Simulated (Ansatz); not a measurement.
Relaxed structures of C$_{2}$HSe, doublet (PBE0-D4/def2-TZVP; forces vanish, vibrations not checked; lower isomers may exist, and structures with a doubtful reference or unclear bonds are left out; Å). Computed with Ansatz 0.2.0 (basis: def2-TZVPP); correlated methods freeze the cores; orbitals are unrestricted. Filled d shells of the heavier atoms are correlated. The def2 sets are not built for correlating such inner shells, so the correlated values are less sure here.

Task: Rank them by CCSD(T) energy, lowest first, and give each one's height above the lowest. Links in brackets join atoms within 1.22 times the sum of their covalent radii (1.1 for two metals). (An estimate is asked for; the value comes from the calculation.)
A.
C₂HSe ([C][C][SeH])
```
4
angstrom
C 0.7210 -1.6849 0.1225
C 0.3619 -0.4613 0.0455
Se 0.0715 1.2780 -0.0524
H -1.4067 1.2333 -0.1481
```
B.
C₂HSe ([CH][C][Se])
```
4
angstrom
C -0.4449 0.6445 -0.0575
C 0.2465 -0.3571 0.0314
Se 1.2472 -1.8056 0.1612
H -1.0488 1.5182 -0.1352
```
C.
C₂HSe ([C]1[CH][Se]1)
```
4
angstrom
C -0.4761 0.7049 0.1275
C 0.2559 -0.3783 -0.0600
Se -0.0478 0.2262 1.8817
H -1.0535 1.5123 -0.2925
```

Result: By the calculation: B (0.0 kJ/mol), C (110.0 kJ/mol), A (221.6 kJ/mol). Heights count from the lowest.

The T1 diagnostic stays at or below 0.027. ⟨S²⟩ of the unrestricted Hartree–Fock references: 0.76 to 0.92 (a pure state has 0.75). The unrestricted reference is spin-contaminated, which hurts MP2 most.

For scale, one of the runs: CCSD(T)/def2-TZVPP, 124 basis functions, launched by `ansatz run in.yaml --threads 2 --pin off --events-out ev --progress --plain --max-ram 4352MiB`. Time: 75 s of wall clock on 2 CPU threads of an Arm Neoverse V2; the host was shared. Peak host memory: 1.3 GiB.
